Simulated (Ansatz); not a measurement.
System: CdI (charge +1, singlet). SMILES: [Cd+][I]
Geometry: optimised at B3LYP-D3(BJ)/def2-TZVP (Ansatz, a program for electronic structure).

Wanted: vertical ionisation energy (to the doublet state of charge +2; each state is the SCF solution reached for its spin), in eV. Valence correlation only, unless marked. Open shells are spin-unrestricted. Spin-orbit coupling is left out. Frozen are the shells of the preceding noble gas and the d and f shells that filled before the atom's block. Past Kr the def2 sets carry scalar-relativistic core potentials. Basis-set limits of correlation are two-point, X^-3; Hartree-Fock from the larger set.

```tsv
level	program	vertical ionisation energy (eV)
SVWN5/def2-TZVPD	Ansatz	15.53
PBE/def2-TZVPD	Ansatz	15.16
r2SCAN/def2-TZVPD	Ansatz	15.07
B3LYP/def2-TZVPD	Ansatz	15.16
```

Task: Predict the CCSD(T)/CBS(def2-TZVPPD,def2-QZVPPD) result (Ansatz).

Result: 15.08 eV
